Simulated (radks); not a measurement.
Excited configurations of neutral ruthenium: one electron is placed in a higher orbital outside [Kr] 4d7. The ground configuration is [Kr] 4d7 5s1. All-electron calculation, scalar-relativistic Kohn-Sham, BLYP, spin-polarised, spherical densities, finite nucleus; open shells are filled with parallel spins first (spin-orbit coupling, left out, can overturn this in heavy ions); Fermi nuclear charge, rms radius 4.4809 fm. Program: a radial shooting solver on a logarithmic mesh with Libxc functionals. Excitation = E - E(ground); binding = E(ion) - E, where the ion is the core of charge +1; n* = 1/sqrt(2 binding) in atomic units, and the quantum defect is n - n*.

\begin{tabular}{lrrrrr}
outer orbital & excitation (eV) & binding (eV) & n* & eigenvalue (eV) & <r> (bohr) \\ \hline
5p & 3.660 & 4.038 & 1.836 & -1.842 & 4.706 \\
6s & 5.284 & 2.414 & 2.374 & -1.413 & 8.783 \\
6p & 5.915 & 1.782 & 2.763 & -0.984 & 11.15 \\
7s & 6.379 & 1.318 & 3.212 & -0.782 & 16.54 \\
\end{tabular}

The Delta-SCF ionisation energy is 7.698 eV (NIST Atomic Spectra Database: 7.361 eV, measured). Self-interaction in the functional shifts the binding energies and quantum defects, so they are the method's values and not measured ones. Open shells are spherical and high-spin; term and fine-structure splittings are not resolved.
